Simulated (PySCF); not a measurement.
**Spinor energies of As(2+) (arsenic, charge +2)**

Start: [Ar] 3d10 4s2 4p1; 4p3/2 filled at m_j = +3/2. Calculated with PySCF 2.14 in x2c-SVPall-2c (5s6p3d, 38 functions): generalised Hartree-Fock with the X2C-1e Hamiltonian and a Gaussian nucleus; one run each with spin-orbit coupling (SO) screened by Boettger's factors, then bare. This is a chosen level, not necessarily the ground level.

```tsv
spinor shell	electrons	ε, screened SO (eV)	ε, bare SO (eV)	weight of nominal j (bare SO)	rms radius, bare SO (bohr)
1s1/2	2	-11962.0	-11962.0	1.000	0.0525
2s1/2	2	-1593.2	-1593.2	1.000	0.219
2p1/2	2	-1420.3	-1422.0	1.000	0.194
2p3/2	4	-1383.1	-1382.3	1.000	0.197
3s1/2	2	-246.95	-246.95	1.000	0.639
3p1/2	2	-186.79	-187.04	0.999	0.660
3p3/2	4	-181.45	-181.34	1.000	0.671
3d3/2	4	-78.545	-78.749	0.992	0.743
4s1/2	2	-37.559	-37.561	0.999	1.97
4p3/2	1	-27.488	-27.480	1.000	2.37
```

Where does 3d5/2 lie, and what is the 3d spin-orbit splitting (bare SO)?

At -77.645 eV, 1.104 eV above 3d3/2.

| quantity | screened SO | bare SO |
| --- | --- | --- |
| E (hartree) | -2257.67751 | -2257.68778 |
| M_J | 3/2 | 3/2 |
| ⟨J²⟩ | 3.758 | 3.758 |
| ⟨L²⟩ | 2.008 | 2.009 |
| ⟨S²⟩ | 0.754 | 0.754 |

Each row is a mean over spinors that exchange with the open shell spreads, by up to 2.716 eV (4s1/2).
